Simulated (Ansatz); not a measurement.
Compare A (`[SiH3][SiH]1[O][AlH]1`) with its isomer B (`[SiH3][Al]1[O][SiH2]1`).

Calculated with Ansatz (gas phase, PBE0-D4/def2-TZVP geometries, no zero-point term in ΔE). CCSD(T)/CBS is the MP2 limit (def2-TZVPP, def2-QZVPP) plus CCSD(T) − MP2 in def2-TZVPP, frozen cores. Functionals use def2-TZVPP.

Question: Which is lower in electronic energy at CCSD(T)/CBS, and by how much? (Best estimate.)

Answer: The calculation gave: B, by 10.0 kJ/mol.

Question: Give E(B) − E(A) in kJ/mol with CCSD(T)/def2-SVP, CCSD/def2-TZVPP, CCSD(T)/def2-TZVPP, ωB97M-V, B2PLYP, HF/def2-TZVPP, LDA (SPW92). (An estimate is asked.)

Answer: The calculation gave: CCSD(T)/def2-SVP -14.8, CCSD/def2-TZVPP -12.9, CCSD(T)/def2-TZVPP -12.4, ωB97M-V -8.4, B2PLYP -11.6, HF/def2-TZVPP -13.6, LDA (SPW92) -10.0. None reverses the order clearly.

Largest T1 diagnostic: 0.016.

Leaving LDA and LC-ωPBE aside and taking each functional with its dispersion term where it has one, the values, not all of them listed here, spread over 12.9 kJ/mol, from B2PLYP to B97M-V. The D4 term adds +3.7 kJ/mol with B3LYP and +1.9 kJ/mol with PBE0; it sums over pairs of atoms, weighted by their polarisabilities, and B3LYP, whose exchange is more repulsive, gets the larger term.

B3LYP here is the variant with VWN-RPA as its local correlation; programs differ in this.
